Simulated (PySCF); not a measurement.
BH5P2, SMILES PBP.

Geometry: B3LYP-D3(BJ)/def2-TZVP. The values are those of a single conformer.

Calculation: HF/def2-TZVPD run with PySCF.

```json
{
 "total_energy": "-709.08617 hartree",
 "point_group": "Cs",
 "highest_occupied_level": "-9.46 eV",
 "lowest_empty_level": "1.34 eV",
 "orbital_gap": "10.79 eV",
 "dipole_moment": "1.49 D",
 "quadrupole, principal values (traceless, Buckingham form, about the centre of nuclear charge)": "-1.85, -1.06, 2.91 D·Å",
 "mean_static_polarisability": "70.0 bohr³ (10.37 Å³)",
 "polarisability_principal_values": "57.8, 63.1, 89.0 bohr³"
}
```
